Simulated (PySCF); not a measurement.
AlI3, SMILES [I][Al]([I])[I].

The structure is a stationary point at PBE0-D3(BJ)/def2-SVP. The isomer is the one that the SMILES or the coordinates give; other isomers of the formula were not compared. The def2 effective core potentials stand for the cores of I; spin–orbit coupling is left out.

Level of theory: PBE/def2-TZVP (PySCF).

Symmetry labels are those of the subgroup C2v that the program uses (full group D3h).

**Question.** List the valence orbital energies around the gap with their symmetry. (An estimate is asked for; the answer gives what the named calculation found.)

**Answer.** 
```
orbital  symmetry  energy (eV)
-------  --------  -----------
HOMO−7         A1        -8.52
HOMO−6         B1        -8.52
HOMO−5         B2        -7.61
HOMO−4         B1        -7.11
HOMO−3         A1        -7.11
HOMO−2         B2        -7.02
HOMO−1         A2        -7.02
HOMO           B1        -6.61
LUMO           A1        -2.67
LUMO+1         B2        -2.56
LUMO+2         A1        -0.24
LUMO+3         B1        -0.24
```
